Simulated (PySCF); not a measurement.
Two species compared at the same levels of theory.

First species: C₄H₈OP₂.
InChI=1S/C4H8OP2/c1-2-4-3-7(4,5)6/h2,4H,1,3,6H2/t4-,7-/m1/s1

Second species: C₄H₆N₂O.
Cartesian coordinates in Å at the GFN2-xTB level; atoms count from 1:
```
atom  x, y, z in Å
C1     1.7955    0.6449   -0.2159
N2     1.3292   -0.2561   -0.9495
C3     0.3397   -1.1764   -0.4997
O4    -0.3072   -0.9088    0.7269
C5    -1.4461   -0.0845    0.6406
C6    -1.1744    1.2923    0.2621
N7    -0.9670    2.3741   -0.0417
H8     2.5503    1.2928   -0.6342
H9     1.4968    0.8294    0.8179
H10   -0.3942   -1.2797   -1.3138
H11    0.8406   -2.1440   -0.3692
H12   -2.1732   -0.4941   -0.0824
H13   -1.8943   -0.0894    1.6411
```

Levels: PBE0/def2-SVPD for dipole moment, HOMO energy, LUMO energy, HOMO–LUMO gap, static isotropic polarisability and electronic spatial extent ⟨r²⟩ about the centre of nuclear charge; TDDFT PBE0/def2-SVPD for lowest singlet excitation; TDA PBE0/def2-SVPD for lowest triplet excitation (Tamm–Dancoff); GFN2-xTB for rotational constant A and rotational constant C. Geometries: GFN2-xTB. Each species is one conformer at its optimised geometry, gas phase, non-relativistic unless stated; the electronic structure was computed with PySCF and density fitting.

Dipoles, sizes and rotational constants follow the conformer. The torsions of the flexible species, by atom-mapped SMILES:
- `[CH2:1]=[CH:2][C@@H:3]1[CH2:4][P@@:5]1(=[O:6])[PH2:7]`: C1–C2–C3–C4 -147°, H–P7–P5–C4 165°, H–P7–P5–C4 -103°
- `[CH2:1]=[N:2][CH2:3][O:4][CH2:5][C:6]#[N:7]`: C1–N2–C3–O4 12°, N2–C3–O4–C5 87°, C3–O4–C5–C6 -68°

Values for the first species:

```
Dipole moment                                                     : 3.27 D
HOMO energy                                                       : -6.87 eV
LUMO energy                                                       : -0.72 eV
HOMO–LUMO gap                                                     : 6.15 eV
Lowest singlet excitation                                         : 5.12 eV
Lowest triplet excitation (Tamm–Dancoff)                          : 3.97 eV
Static isotropic polarisability                                   : 104.6 au
Electronic spatial extent ⟨r²⟩ about the centre of nuclear charge : 1276 bohr²
Rotational constant A                                             : 3.330 GHz
Rotational constant C                                             : 0.974 GHz
```

Problem. Estimate the same properties for the second species, and the change in each.

Solution. 
```
                                                         property       first     second  second less first
                                                    dipole moment      3.27 D     2.96 D            -0.31 D
                                                      HOMO energy    -6.87 eV   -7.57 eV           -0.70 eV
                                                      LUMO energy    -0.72 eV   -0.61 eV           +0.11 eV
                                                    HOMO–LUMO gap     6.15 eV    6.96 eV           +0.81 eV
                                        lowest singlet excitation     5.12 eV    5.01 eV           -0.11 eV
                         lowest triplet excitation (Tamm–Dancoff)     3.97 eV    4.21 eV           +0.24 eV
                                  static isotropic polarisability    104.6 au    61.5 au           -43.1 au
electronic spatial extent ⟨r²⟩ about the centre of nuclear charge  1276 bohr²  715 bohr²         -561 bohr²
                                            rotational constant A   3.330 GHz  3.826 GHz         +0.496 GHz
                                            rotational constant C   0.974 GHz  1.708 GHz         +0.734 GHz
```

On the first: The principal polarisabilities are 84.6, 89.4 and 139.8 au; their mean is the isotropic value. The vertical singlet–triplet gap S1 − T1 is 1.15 eV (TDDFT singlet less Tamm–Dancoff triplet; S1: HOMO→LUMO, weight 0.82; T1: HOMO→LUMO, weight 0.56).

On the second: The principal polarisabilities are 51.2, 60.9 and 72.4 au; their mean is the isotropic value. In wavenumbers S1 is 40400 cm⁻¹ (1 eV = 8065.54 cm⁻¹).
